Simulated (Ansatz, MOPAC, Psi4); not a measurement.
Species: BNH3 (charge +1, singlet). SMILES: B=[NH2+]
Geometry: optimised at B3LYP-D3(BJ)/def2-TZVP (Ansatz, a first-principles code).

Wanted: vertical ionisation energy to the doublet, in eV. Set-up: non-relativistic; 6-31G* and kin with 6d, 5d where marked; no spin-orbit coupling; dispersion terms only where a functional's name holds one; each state is the SCF solution reached for its charge and spin; frozen cores in correlated levels; UHF or UKS for open shells. Basis-set limits of correlation are two-point, X^-3; Hartree-Fock from the larger set. First-principles rows: single points at B3LYP-D3(BJ) geometries (Ansatz). Semi-empirical rows: differences of heats of formation at the shared geometry for vertical values.

```json
[
 {"species": "charge 2, doublet", "coefficient": "+1", "E at wB97X-D/6-31G* (Psi4), Eh": "-80.34577", "E at wB97X-V/def2-TZVPD (Ansatz), Eh": "-80.37750", "heat of formation at PM3 (MOPAC), kcal/mol": "652.10"},
 {"species": "charge 1, singlet", "coefficient": "-1", "E at wB97X-D/6-31G* (Psi4), Eh": "-81.07933", "E at wB97X-V/def2-TZVPD (Ansatz), Eh": "-81.11244", "heat of formation at PM3 (MOPAC), kcal/mol": "213.64"}
]
```

Coupled cluster (Ansatz) is a level with limits of its own, used here on species with T1 under 0.025 (0.045 for open shells) and stable references: CCSD(T)/CBS(def2-TZVPPD,def2-QZVPPD). Value to compare with, CCSD(T)/CBS(def2-TZVPPD,def2-QZVPPD) (Ansatz): 20.06 eV. 1 Eh = 27.2114 eV and 1 eV = 23.0605 kcal/mol.

Problem. Work the quantity out at each level, and compare with CCSD(T)/CBS(def2-TZVPPD,def2-QZVPPD) (Ansatz).

Solution. 
- wB97X-D/6-31G*: the sum of coefficient times E is 0.73356 Eh, or 19.961 eV. Result: 19.96 eV. Its difference against CCSD(T)/CBS(def2-TZVPPD,def2-QZVPPD) (Ansatz) is -0.10 eV.
- wB97X-V/def2-TZVPD: the sum of coefficient times E is 0.73494 Eh, or 19.999 eV. Result: 20.00 eV. Its difference against CCSD(T)/CBS(def2-TZVPPD,def2-QZVPPD) (Ansatz) is -0.06 eV.
- PM3: the sum of coefficient times heat of formation is 438.46 kcal/mol, or 19.01 eV. Its difference against CCSD(T)/CBS(def2-TZVPPD,def2-QZVPPD) (Ansatz) is -1.05 eV.
